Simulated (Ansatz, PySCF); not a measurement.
Cd(OH)(OMe) (CH₄CdO₂), SMILES [Cd]([O]C)[OH]. Atoms are numbered in the order given.

```xyz
8

Cd     0.2589    -0.4709     0.4106
O      0.9437     0.0146     2.1834
H      1.1073     0.9674     2.2272
O     -0.3029    -1.1699    -1.3378
C     -1.5627    -0.8840    -1.8787
H     -1.7252     0.1943    -2.0910
H     -1.6554    -1.4133    -2.8463
H     -2.4120    -1.2242    -1.2485
```
Charge 0, spin multiplicity 1.

Geometry optimised at r2SCAN-D4/def2-SVP. The structure was generated by enumeration; whether it is a known compound was not checked. The def2 effective core potentials stand for the cores of Cd; spin–orbit coupling is left out. One conformer was computed; it need not be the lowest.

Two levels are set side by side: PBE-D3(BJ)/def2-SVP (Ansatz, an electronic-structure program) and r2SCAN-D4/def2-SVP (Ansatz). Each level has its own optimised geometry; the coordinates shown are those of the second. Frequencies come from the Hessian of PySCF at each geometry. Differences are taken from unrounded values.

```tsv
quantity	r2SCAN-D4	PBE-D3(BJ)	PBE-D3(BJ) minus r2SCAN-D4
mean bond length (Å)	1.375	1.386	0.011
bond Cd1–O2 (Å)	1.962	1.979	0.018
bond Cd1–O4 (Å)	1.965	1.984	0.019
bond O4–C5 (Å)	1.401	1.407	0.006
bond O2–H3 (Å)	0.968	0.977	0.010
bond C5–H6 (Å)	1.111	1.119	0.008
bond C5–H7 (Å)	1.107	1.115	0.008
bond C5–H8 (Å)	1.111	1.119	0.008
highest harmonic wavenumber (cm⁻¹)	3825	3698	-128
mean harmonic wavenumber (cm⁻¹)	1295	1261	-33
zero-point energy (kcal/mol)	33.31	32.45	-0.86
```
